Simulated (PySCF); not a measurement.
Two-component Hartree-Fock for Co²⁺ (cobalt, charge +2)

Start: [Ar] 3d7; 3d3/2 filled at m_j = +1/2, +3/2; 3d5/2 filled at m_j = -3/2, -1/2, +1/2, +3/2, +5/2. Calculated with PySCF 2.14 in x2c-TZVPall-2c (6s7p4d1f, 54 functions): generalised Hartree-Fock with the X2C-1e Hamiltonian and a Gaussian nucleus; one run each with spin-orbit coupling (SO) switched off, then screened by Boettger's factors. This is a chosen level, not necessarily the ground level.

| spinor shell | electrons | ε, spin-free (eV) | ε, screened SO (eV) | weight of nominal j (screened SO) | rms radius, screened SO (bohr) |
| --- | --- | --- | --- | --- | --- |
| 1s1/2 | 2 | -7795.6 | -7795.5 | 1.000 | 0.0649 |
| 2s1/2 | 2 | -983.77 | -983.72 | 1.000 | 0.276 |
| 2p1/2 | 2 | -841.46 | -852.07 | 0.995 | 0.247 |
| 2p3/2 | 4 | -841.46 | -836.23 | 0.998 | 0.249 |
| 3s1/2 | 2 | -144.44 | -144.42 | 1.000 | 0.832 |
| 3p1/2 | 2 | -101.25 | -103.59 | 0.637 | 0.886 |
| 3d5/2 | 5 | -36.963 | -38.054 | 0.580 | 1.11 |
| 3d3/2 | 2 | -36.963 | -34.238 | 0.677 | 1.17 |

(1) Where does 3p3/2 lie, and what is the 3p spin-orbit splitting (screened SO)?

```
   quantity    spin-free  screened SO
E (hartree)  -1391.02418  -1391.05350
        M_J          9/2          9/2
       ⟨J²⟩       24.756       24.757
       ⟨L²⟩       12.003       12.020
       ⟨S²⟩        3.754        3.748
```

Each row is a mean over spinors that exchange with the open shell spreads, by up to 14.128 eV (3p3/2).

Rows whose weight is well below 1 are mixtures of j = l ± 1/2: exchange outweighs spin-orbit coupling there, and the label is only the starting occupation.

Without spin-orbit coupling the j labels of p, d and f shells carry no meaning; the spin-free column gives the mean over the occupied spinors of each nl shell.

Answers

(1) At -100.08 eV, 3.516 eV above 3p1/2.
